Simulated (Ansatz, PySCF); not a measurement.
Gas-phase reaction in SMILES: CCCO[SiH2]Cl [chloro(propoxy)silane] + 5 [H][H] (H2) -> 3 C (CH4) + Cl (HCl) + O (H2O) + [SiH4] (SiH4)
Each molecule is optimised on its own at B3LYP-D3(BJ)/def2-TZVP (Ansatz, a program for electronic structure), one conformer each, not searched for the lowest.

Quantity: energy of full hydrogenation (0 K, with B3LYP-D3(BJ) harmonic zero-point energies from PySCF), in kcal/mol. Correlated levels leave the core frozen unless marked. No spin-orbit coupling. Non-relativistic. CBS(X,Y): correlation extrapolated as X^-3; Hartree-Fock from the larger set.

| level | program | energy of full hydrogenation (kcal/mol) |
|---|---|---|
| PBE/def2-TZVPD | Ansatz | ? |
| BLYP/def2-TZVPD | Ansatz | ? |
| r2SCAN/def2-TZVPD | Ansatz | -4.2 |
| r2SCAN-D4/def2-TZVPD | Ansatz + dftd4 | -2.9 |
| PBE0/def2-SVP | Ansatz | -12.1 |
| PBE0/def2-TZVP | Ansatz | -9.7 |
| LC-wPBE-D4/def2-TZVPD | Ansatz + dftd4 | -6.2 |
| wB97X-V/def2-TZVPD | Ansatz | ? |
| B2PLYP-D3(BJ)/def2-TZVPD | Ansatz + dftd3 | -4.0 |
| PBE-QIDH/def2-TZVPD | Ansatz | ? |
| SCS-MP2/cc-pV(Q+d)Z | Ansatz | -4.3 |
| CCSD/cc-pV(Q+d)Z | Ansatz | -9.2 |
| CCSD(T)/CBS(cc-pV(T+d)Z,cc-pV(Q+d)Z) | Ansatz | -4.6 |

### Question
Some entries are withheld; supply them.

### Answer

- PBE/def2-TZVPD, energy of full hydrogenation (kcal/mol): -10.5
- BLYP/def2-TZVPD, energy of full hydrogenation (kcal/mol): -13.4
- wB97X-V/def2-TZVPD, energy of full hydrogenation (kcal/mol): -5.3
- PBE-QIDH/def2-TZVPD, energy of full hydrogenation (kcal/mol): -5.8
